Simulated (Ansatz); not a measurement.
A made-up structure of H2TeO, closed shell:

```
4
angstrom
O -0.4789 -0.6825 0.6578
Te 0.4261 1.0097 0.2425
H 0.1252 -1.4003 0.4469
H -1.2266 -0.8261 1.2589
```

It is relaxed with PBE-D4/def2-SVP and then PBE0-D4/def2-TZVP (Ansatz 0.2.0). Atoms count as bonded within 1.22 times the sum of their covalent radii (H–H: 0.88 Å). The end point is not checked to be a true minimum.

(1) Does its bonding change? (Judge from chemistry; the calculation decides.)

Results:

(1) Computed: No: no bond forms or breaks.

Where it ends: The first stage lowers the energy by 0.80 eV in 7 steps. It ends as H₂TeO ([OH2][Te]):
```xyz
4
angstrom
O -0.6048 -0.8095 0.4648
Te 0.4584 1.1652 0.2811
H 0.0835 -1.4778 0.5632
H -1.0913 -0.7770 1.2970
```

Labels in which every atom is bracketed show which atoms are joined, not bond orders.

For scale, one of the runs: PBE0-D4/def2-TZVP relaxation, 93 basis functions, launched by `ansatz run in.yaml --threads 2 --pin off --events-out ev --progress --plain --max-ram 4352MiB`. The run took about 6.5 s on 2 CPU threads of an Intel Xeon 6975P-C (shared host).
